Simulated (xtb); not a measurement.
Be(H)(Et) (C2H6Be), SMILES [BeH][CH2]C. All values are semi-empirical tight-binding results from xtb (GFN2-xTB unless named), good for trends rather than for accurate numbers. Geometry optimised at GFN2-xTB.

For metal compounds this method's bond lengths and energies can be far off.

Computed properties:
* **point group as xtb finds it**: Cs
* **orbital gap**: 4.58 eV
* **zero-point energy**: 43.7 kcal/mol
* **G − E(el) at 298.15 K (modified RRHO)**: 26.9 kcal/mol

Computed IR lines (harmonic; lines under 4 % of the strongest left out, lines within 3 cm⁻¹ merged):
ν (cm⁻¹): 324 (m), 406 (vs), 542 (vs), 718 (w), 999 (w), 2047 (s), 2901 (m), 2936 (w), 2972 (m), 3002 (w), 3015 (w) (against the strongest line: vs over 80 %, s over 45 %, m over 15 %, w over 4 %, vw less)
